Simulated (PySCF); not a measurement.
Constitutional and geometric isomers with formula CH2N2Si. Isolated molecules, 0 K electronic values unless said otherwise. Strings in code marks are SMILES.

The T1 excitation (TDA) from two functionals at the same geometries (CAM-B3LYP-D3(BJ)/def2-TZVP), both in PySCF: PBE-D3(BJ)/def2-TZVP and TPSSh-D3(BJ)/def2-TZVP. Excitations are Tamm–Dancoff values on a coarser integration grid. The basis has no diffuse functions, so Rydberg states are missing or too high.

```json
[
 {"species": "`N#CN=[SiH2]`", "PBE-D3(BJ)/def2-TZVP (eV)": "2.42"},
 {"species": "`[H]/N=[si]1/cn1`", "PBE-D3(BJ)/def2-TZVP (eV)": "2.51"},
 {"species": "`[H]/N=[SiH]/C#N`", "PBE-D3(BJ)/def2-TZVP (eV)": "3.09"}
]
```

What does TPSSh-D3(BJ)/def2-TZVP give for each?


- `N#CN=[SiH2]`: 2.61
- `[H]/N=[si]1/cn1`: 2.68
- `[H]/N=[SiH]/C#N`: 3.11
Over these rows, drawn at random from the members with no instability flagged (it was tested for open shells, ions and some series alone), PBE minus TPSSh-D3(BJ): mean -0.13 eV, from -0.20 eV to -0.02 eV.
